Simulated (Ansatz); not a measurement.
`[CH3][GeH2][Br]` + H₂Te → `[CH3][GeH2][TeH]` + HBr  (ligand exchange at a Ge–Br bond)

Isolated molecules relaxed with PBE0-D4/def2-TZVP in Ansatz; ΔE leaves out vibrations. CBS: MP2 limit from def2 TZ/QZ plus the TZ coupled-cluster correction, frozen cores. DFT in def2-TZVPP. HSE06 is defined as in plane-wave codes. Elements past krypton have def2 core potentials. For Br, Ge, Te outer-core shells are correlated without core-valence functions, which leaves a few kJ/mol of doubt a bond. Scalar relativity is left out up to krypton.

| level | ΔE (kJ/mol) |
| --- | --- |
| LDA (SPW92) | 15.3 |
| HSE06-D4 | 17.7 |
| CCSD/def2-TZVPP | 23.0 |
| MP2/CBS(def2) | 12.4 |

Question: What does CCSD(T)/CBS give? (An estimate is asked.)

Answer: Ansatz gave: +16.4 kJ/mol. The listed levels differ from it by -1.1, 1.3, 6.6, -4.0 kJ/mol.

Question: What do rigid-rotor, harmonic-oscillator terms from PBE0-D4/def2-TZVP frequencies (298.15 K, 1 bar) make of the CCSD(T)/CBS value? (An estimate is asked.)

Answer: Ansatz gave: ΔZPE = +0.1 kJ/mol, ΔH = +17.9 kJ/mol, ΔS = -4 J/(mol·K), ΔG = +19.1 kJ/mol.

Largest T1 diagnostic among the species: 0.010.

From BLYP to BHLYP (50 % exact exchange), in def2-TZVPP and without D4, ΔE moves by +4.9 kJ/mol. Leaving LDA and LC-ωPBE aside and taking each functional with its dispersion term where it has one, the values, not all of them listed here, spread over 13.5 kJ/mol, from PBE-D4 to B97M-V.
